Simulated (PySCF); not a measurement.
## Cost of excited-state runs on `CCS[C@H](F)CC`, C₅H₁₁FS

Geometry (Å), atoms numbered from 1 in this order:
```xyz
18

C     2.7794    0.0220    0.3884
C     2.1186   -1.0226   -0.4903
S     0.8556   -0.3127   -1.6052
C    -0.5442   -0.1800   -0.4385
F    -0.8998   -1.4388   -0.0149
C    -1.7224    0.5028   -1.1098
C    -2.8556    0.7581   -0.1229
H     3.2337    0.7975   -0.2240
H     2.0585    0.4878    1.0573
H     3.5535   -0.4452    0.9940
H     2.8441   -1.4858   -1.1578
H     1.6269   -1.8002    0.0935
H    -0.2075    0.3580    0.4552
H    -2.0684   -0.1376   -1.9231
H    -1.3682    1.4404   -1.5403
H    -3.6985    1.2165   -0.6329
H    -3.1862   -0.1776    0.3218
H    -2.5285    1.4239    0.6731
```

PySCF with density fitting, on 1 thread of an Intel Xeon Platinum 8259CL, shared host. Command: `OMP_NUM_THREADS=1 python excited_run.py task.json out`

(1) How long does this run take, and how much memory?
- magnetisability and related constants, B3LYP/pcSseg-1; isotopologues

## Answers

(1) 
| run | level | basis functions | wall time | peak memory (GiB) |
| --- | --- | --- | --- | --- |
| magnetisability and related constants | B3LYP/pcSseg-1 | 181 | 61 s | 0.8 |

Times from a shared host are rough.
